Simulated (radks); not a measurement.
Q: The nitrogen ion N+, configuration [He] 2s2 2p2 (the NIST ground configuration). Method: Dirac Kohn-Sham, BLYP, spin-unpolarised, spherical densities, finite nucleus; open shells fill j = l - 1/2 first; Fermi nuclear charge, rms radius 2.5582 fm; computed with a radial shooting solver on a logarithmic mesh with Libxc functionals. Some entries of the table are withheld. Estimate them.

| orbital | occ. | eigenvalue (hartree) | <1/r> (bohr^-1) |
|---|---|---|---|
| 1s1/2 | 2 | (1) | (2) |
| 2s1/2 | 2 | (3) | 1.166 |
| 2p1/2 | 2 | (4) | (5) |
| 2p3/2 | 0 | (6) | (7) |

A: 
(1) 1s1/2 eigenvalue (hartree): -14.78525
(2) 1s1/2 <1/r> (bohr^-1): 6.643
(3) 2s1/2 eigenvalue (hartree): -1.18784
(4) 2p1/2 eigenvalue (hartree): -0.76048
(5) 2p1/2 <1/r> (bohr^-1): 1.048
(6) 2p3/2 eigenvalue (hartree): -0.75958
(7) 2p3/2 <1/r> (bohr^-1): 1.047
